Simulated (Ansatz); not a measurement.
C2H6F2Sn, SMILES `FC[CH](F)[SnH3]`, relaxed with RKS PBE-D4/def2-SVP in the Gaussian-basis code of Ansatz from a rough embedded geometry. The force threshold is 0.03 eV/Å; the program also tests the step.

Total charge 0; spin multiplicity 1. Sn: def2 effective core potential.

Start:

```xyz
11

F     2.338    0.090    1.376
C     1.213    0.525    0.624
C     0.250   -0.648    0.412
F     0.964   -1.673   -0.348
Sn   -1.413   -0.040   -0.799
H     1.583    0.918   -0.359
H     0.687    1.341    1.120
H    -0.097   -1.033    1.317
H    -2.455   -1.344   -1.059
H    -2.245    1.269    0.044
H    -0.823    0.594   -2.328
```

Problem. How much energy does the relaxation release, and in how many steps? (Estimate.)

Solution. Ansatz gave: 26.57 kJ/mol, in 6 steps, 2 of them rejected.

Problem. Which bonds change most? (Best estimate.)

Solution. The calculation gave: C3–Sn5 from 2.145 to 2.216 Å; C3–H8 from 1.042 to 1.113 Å; C3–F4 from 1.462 to 1.395 Å; Sn5–H10 from 1.765 to 1.730 Å.

Problem. Give the relaxed structure. (Best estimate.)

Solution. Computed: 
```xyz
11

F     2.274    0.124    1.495
C     1.271    0.500    0.611
C     0.302   -0.628    0.366
F     0.911   -1.658   -0.351
Sn   -1.464    0.019   -0.805
H     1.742    0.815   -0.348
H     0.721    1.370    1.040
H    -0.045   -1.039    1.341
H    -2.433   -1.380   -1.079
H    -2.374    1.223    0.042
H    -0.906    0.654   -2.311
```
